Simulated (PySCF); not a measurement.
# PPb: energy against distance

Set-up: basis P def2-SVPD, Pb def2-SVPD with ECP60; scalar-relativistic core potentials; PySCF 2.14. Energies in eV from P + Pb in their ground configurations at the same level. State: ²Π (doublet), unpaired electrons π ↑.

All columns are PBE0. A positive dipole means P(−)Pb(+).

```csv
R (Å),E (eV),μ (D),Mulliken charge on P (basis-dependent),HOMO (eV),LUMO (eV),Mayer bond order,⟨S²⟩
2.104,-1.357,1.64,-0.28,-6.18,-4.53,2.23,0.75
2.201,-2.022,2.04,-0.28,-6.22,-4.31,2.21,0.76
2.299,-2.380,2.42,-0.28,-6.04,-4.11,2.21,0.76
2.373,-2.501,2.68,-0.27,-5.87,-3.98,2.20,0.77
2.446,-2.528,2.91,-0.27,-5.70,-3.87,2.18,0.78
2.519,-2.484,3.09,-0.26,-5.54,-3.77,2.14,0.83
2.617,-2.357,3.17,-0.25,-5.36,-3.68,1.98,0.98
2.740,-2.146,3.16,-0.22,-5.22,-3.59,1.73,1.21
2.886,-1.864,3.16,-0.20,-5.15,-3.51,1.48,1.42
3.082,-1.487,3.22,-0.17,-5.12,-3.45,1.24,1.62
```

A fit through these points gives, at Re = 2.433 Å, μ = 2.88 D and dμ/dR = 2.99 D/Å; the reduced mass is 26.96 u.

**Question.** How strong is the fundamental in the double-harmonic approximation, I = 42.26·(dμ/dR)²/μred km/mol?

**Answer.** I = 42.26·(2.99)²/26.96 = 14.0 km/mol at PBE0.

⟨S²⟩ of the unrestricted solution departs from its pure value on part of the curve, where spin states mix. These are scalar-relativistic numbers at best; spin–orbit coupling would shift them, the dissociation energy most. The state was picked by a PBE0 search and need not be the measured ground state.
